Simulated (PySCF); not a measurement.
MoO₂F₂, SMILES [F][Mo]([F])(=[O])=[O], multiplicity 1.

Geometry: B3LYP-D3(BJ)/def2-SVP. The multiplicity is an assumed one; other spin states were not compared. The def2 effective core potentials stand for the cores of Mo; spin–orbit coupling is left out.

The numbers are results of PySCF with TDDFT-CAM-B3LYP/def2-SVPD, not measurements.

Vertical excitations. Gas-phase values at a fixed geometry. State labels are in the subgroup C2v.

### Question
Estimate the UV-visible absorptions. (The exact figures need the calculation; the answer reports its results.)

### Answer

| state | symmetry | energy (eV) | λ (nm) | f | main pairs |
|---|---|---|---|---|---|
| S1 | B1 | 4.82 | 257 | 0.001 | HOMO→LUMO+1 97 % |
| S2 | B2 | 4.87 | 255 | 0.005 | HOMO→LUMO 93 % |
| S3 | B1 | 5.62 | 221 | 0.005 | HOMO−1→LUMO 97 % |
| S4 | A2 | 5.89 | 211 | 0.000 | HOMO−2→LUMO+1 53 %, HOMO→LUMO+2 24 %, HOMO−3→LUMO 20 % |
| S5 | A1 | 5.96 | 208 | 0.002 | HOMO−2→LUMO 83 % |
| S6 | A2 | 6.07 | 204 | 0.000 | HOMO→LUMO+2 64 %, HOMO−2→LUMO+1 32 % |
| S7 | A2 | 6.16 | 201 | 0.000 | HOMO−3→LUMO 78 %, HOMO−2→LUMO+1 12 % |
| S8 | B2 | 6.26 | 198 | 0.004 | HOMO−1→LUMO+1 69 %, HOMO→LUMO+3 17 % |
| S9 | B2 | 6.84 | 181 | 0.001 | HOMO−4→LUMO 77 %, HOMO→LUMO+3 17 % |
| S10 | B1 | 6.98 | 178 | 0.000 | HOMO−2→LUMO+2 57 %, HOMO−4→LUMO+1 36 % |
| T1 | B2 | 4.25 | 292 | 0 | HOMO→LUMO 92 % |
| T2 | B1 | 4.45 | 279 | 0 | HOMO→LUMO+1 95 % |
| T3 | B2 | 5.09 | 243 | 0 | HOMO−1→LUMO+1 86 % |
| T4 | A1 | 5.13 | 242 | 0 | HOMO−2→LUMO 64 %, HOMO−3→LUMO+1 22 % |
Triplets are in the Tamm–Dancoff approximation, which puts them higher than full response would, so one can lie above its singlet here.
